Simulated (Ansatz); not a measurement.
A nudged elastic band was laid between two geometries of FGeH3 + FH (7 atoms, charge 0, multiplicity 1).

All numbers below come from RKS B3LYP/def2-SVP (Ansatz 0.2.0).

```
movable images  : 7
climbing image  : yes
spring          : 5.0 eV/Å²
optimiser       : quadratic models (default)
start path      : through a guess of the saddle point
force threshold : 0.05 eV/Å
iteration limit : 60
end points      : relaxed
```

Image 0:

```xyz
7
Properties=species:S:1:pos:R:3
Ge 0.347 0.186 0.048
H 0.726 0.450 1.509
H 1.538 -0.294 -0.798
H -0.434 1.323 -0.621
F -0.748 -1.224 0.066
F -2.364 0.087 1.487
H -2.012 -0.633 0.999
```

Image 8:

```xyz
7
Properties=species:S:1:pos:R:3
Ge -0.256 0.077 -0.848
H -0.535 -0.107 3.723
H 1.220 -0.099 -0.476
H -0.666 1.228 -1.771
F -0.811 -1.406 -1.558
F -1.163 0.237 0.629
H -0.736 -0.037 2.992
```

Task: Which bonds break or form, and what moves?

Result: Bonds broken: Ge1–H2, F6–H7. Bonds formed: Ge1–F6, H2–H7. FGeH3 + FH becomes F2GeH2 + H2.

Task: Give the energies along the band, and the barrier.

Result: The forces met the threshold. The highest image is number 4 of 0 to 8, 39.5 kcal/mol above the first end and 45.3 kcal/mol above the last; the last end lies 5.8 kcal/mol below the first. Neighbouring images differ by up to 1.8 eV, so the band resolves the path poorly. A vibrational analysis at the climbing image gives one clearly imaginary mode, 1031i cm⁻¹: a first-order saddle point. The orbitals stay closed-shell, which can raise the energy where a bond breaks towards radicals; this wasn't checked here.

| image | path coordinate (Å) | energy (kcal/mol) | Ge1–H2 (Å) | F6–H7 (Å) | Ge1–F6 (Å) |
| --- | --- | --- | --- | --- | --- |
| 0 | 0.00 | 0.0 | 1.53 | 0.94 | 3.07 |
| 1 | 0.99 | 1.1 | 1.53 | 0.94 | 3.23 |
| 2 | 1.98 | 9.2 | 1.54 | 0.92 | 3.33 |
| 3 | 2.97 | 16.3 | 1.57 | 0.93 | 2.85 |
| 4 | 3.96 | 39.5 | 1.81 | 1.12 | 2.05 |
| 5 | 5.10 | -1.8 | 2.64 | 2.01 | 1.75 |
| 6 | 6.23 | -5.5 | 3.71 | 2.46 | 1.74 |
| 7 | 7.36 | -5.7 | 4.32 | 2.43 | 1.74 |
| 8 | 8.49 | -5.8 | 4.58 | 2.42 | 1.74 |

Task: What is the geometry of the highest image?

Result: 
```xyz
7
Properties=species:S:1:pos:R:3
Ge -0.193 -0.016 -0.080
H -0.061 0.853 1.504
H 1.222 -0.588 0.053
H -0.535 1.278 -0.826
F -0.983 -1.226 -1.075
F -1.529 -0.610 1.362
H -0.866 0.203 1.752
```

Run time: 6.4 min on 1 thread of Arm Neoverse V2, with other jobs on the host, peak memory 0.17 GiB.
